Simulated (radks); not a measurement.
The numbers below are computed, except where a source is named.
Initial-state core-level shifts of the gallium ion Ga3+ when its valence configuration changes from [Ar] 3d10. Level of theory: scalar-relativistic Kohn-Sham, PBE, spin-unpolarised, spherical densities, finite nucleus; Fermi nuclear charge, rms radius 3.9973 fm (a radial shooting solver on a logarithmic mesh with Libxc functionals). Shifts are changes of the shell-averaged eigenvalues in eV (positive: less bound); the change of the density at the nucleus, which sets a Mossbauer isomer shift, is in e/bohr^3, on a base of 2.853e+04.

valence               1s       2p       3s       3p  density at nucleus
3d8 4s2          -21.568  -23.748  -19.683  -19.218             +58.103
3d9.5 4p0.5       -5.743   -6.196   -5.436   -5.321              +2.036
3d9.5 4s0.5       -4.968   -5.452   -4.660   -4.549             +12.521
3d9 4p1          -11.740  -12.695  -11.022  -10.787              +4.340
3d8 4p2          -24.442  -26.543  -22.558  -22.073              +9.754
3d8.5 4s1 4p0.5  -16.510  -18.062  -15.267  -14.918             +30.174
3d9 4s1          -10.226  -11.235   -9.506   -9.280             +26.354
3d7 4p3          -38.026  -41.450  -34.473  -33.736             +16.206
